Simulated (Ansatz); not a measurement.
AlCl, triplet, geometry from GFN2-xTB (such geometries of metal compounds can be far from the true shape) (the spin is typed, not shown lowest).

Ansatz (a first-principles code) was given this input:
Ansatz 0.2 input:
```yaml
crystal:
  periodic: [false, false, false]
  atoms:
    - {symbol: Al, position_ang: [-0.00000000, -0.00000000, -1.17196573]}
    - {symbol: Cl, position_ang: [0.00000000, 0.00000000, 0.89620908]}
basis:
  gaussian:
    orbitals: def2-SV_P_.json
hamiltonian:
  xc: revpbe
magnetization: {spin_polarized: true, initial_magnetization: 2}
```
The basis file holds def2-SV(P) in the JSON format of the Basis Set Exchange.

What number of basis functions does Ansatz with REVPBE/def2-SV(P) give?

36

What total energy does REVPBE/def2-SV(P) give?

-702.2133 Eh

What is the computed <S^2> (REVPBE/def2-SV(P))?

2.002
